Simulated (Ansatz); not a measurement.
`[NH]=[Ta]([NH2])([NH2])[OH]`, 11 atoms. Total charge 0; spin multiplicity 1. Correlated methods include outer-core shells of Ta, which these sets cover unevenly. Ta takes the def2 core potential. All runs use 4 threads of a server CPU on a shared host. Correlated methods freeze the cores.

Q: Give the basis size and wall time and peak host memory of each of these runs in Ansatz. RKS ωB97M-V/def2-SVP energy; RKS PBE0-D4/def2-SVP energy; RKS ωB97M-V/def2-QZVPP energy; RKS HSE06-D4/def2-TZVPP energy; RHF-CCSD(T)/def2-TZVPP energy; direct RPA on PBE orbitals/def2-TZVPP energy; RKS SPW92/def2-TZVPP energy; RKS PBE0-D4/def2-TZVP frequencies; RKS ωB97M-V/def2-TZVPP energy and forces; RHF-MP2/def2-QZVPP energy; RKS ωB97X-V/def2-TZVPP energy; RHF-CCSD(T)/def2-SVP energy. (An estimate is asked.)

A: Computed: Other jobs shared the machine, so times are rough.

```tsv
level	job	functions	wall time	peak host memory (GiB)
RKS SPW92/def2-TZVPP	energy	264	2.2 s	0.33
RKS PBE0-D4/def2-SVP	energy	118	2.3 s	0.27
RKS HSE06-D4/def2-TZVPP	energy	264	6 s	0.66
RKS ωB97M-V/def2-SVP	energy	118	11 s	0.4
direct RPA on PBE orbitals/def2-TZVPP	energy	264	14 s	0.72
RKS ωB97X-V/def2-TZVPP	energy	264	17 s	0.8
RKS ωB97M-V/def2-TZVPP	energy and forces	264	23 s	0.95
RHF-CCSD(T)/def2-SVP	energy	118	26 s	0.81
RHF-MP2/def2-QZVPP	energy	489	37 s	2.9
RKS ωB97M-V/def2-QZVPP	energy	489	38 s	2
RKS PBE0-D4/def2-TZVP	frequencies	200	4.7 min	0.51
RHF-CCSD(T)/def2-TZVPP	energy	264	11 min	7.7
```

HSE06 is defined as in plane-wave codes.
